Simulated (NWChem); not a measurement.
Species: C5H6; SMILES C#CCC=C

```xyz
11

C      0.4548     2.4067     0.0907
C     -0.1099     1.3403     0.0462
C     -0.7815     0.0376    -0.0249
C      0.1562    -1.0840    -0.4229
C      0.3407    -2.1960     0.2865
H      0.9547     3.3471     0.1371
H     -1.2480    -0.1960     0.9412
H     -1.6028     0.1035    -0.7556
H      0.6945    -0.9362    -1.3582
H     -0.1748    -2.3671     1.2295
H      1.0149    -2.9797    -0.0480
```
Atoms are numbered in this order, from 1.

Computed with NWChem. All runs use the structure optimised with B3LYP/6-31G* (spherical d).

Q: Order these by “dipole (D)”, lowest first: PBE0/def2-SVP; PBE0/pcseg-2; PBE0/STO-3G.

A: PBE0/STO-3G (0.49), PBE0/def2-SVP (0.57), PBE0/pcseg-2 (0.62)
